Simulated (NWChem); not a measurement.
System: C₂H₆FGa; SMILES [CH3][Ga]([CH3])[F]

All runs: NWChem. All runs use the structure optimised with PBE0/def2-SVP. Ions are spin-unrestricted doublets at the neutral geometry; other ion states weren't tried.

For level PBE/def2-SVP:

```
Quantity                               Value
-------------------------------------  -----
vertical ionisation energy, ΔSCF (eV)   9.71
−ε(HOMO) (eV)                           6.55
```

### Question
What are these values for level PBE0/def2-SVP?

### Answer
| Property | Value |
|---|---|
| vertical ionisation energy, ΔSCF (eV) | 10.08 |
| −ε(HOMO) (eV) | 7.94 |
